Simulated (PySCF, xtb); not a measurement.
C2H6GeSi, SMILES C1=[CH][GeH2][SiH2]1.

Harmonic wavenumbers (cm⁻¹) from xtb with GFN2-xTB at its own minimum, in rising order: 203, 289, 320, 399, 416, 465, 479, 550, 612, 664, 732, 745, 786, 865, 941, 1074, 1253, 1553, 1793, 1872, 2215, 2218, 3010, 3027.

Q: What does PySCF with PBE-D3(BJ)/def2-SVP give at its own minimum? (Estimate from the structure and the level; the computed values follow.)

A: 180, 333, 349, 387, 504, 526, 583, 621, 628, 679, 741, 743, 845, 914, 975, 1019, 1215, 1516, 2053, 2063, 2139, 2148, 3052, 3075. Paired by order, the mean absolute difference is 60 cm⁻¹ and the zero-point energies are 37.9 and 39.0 kcal/mol.
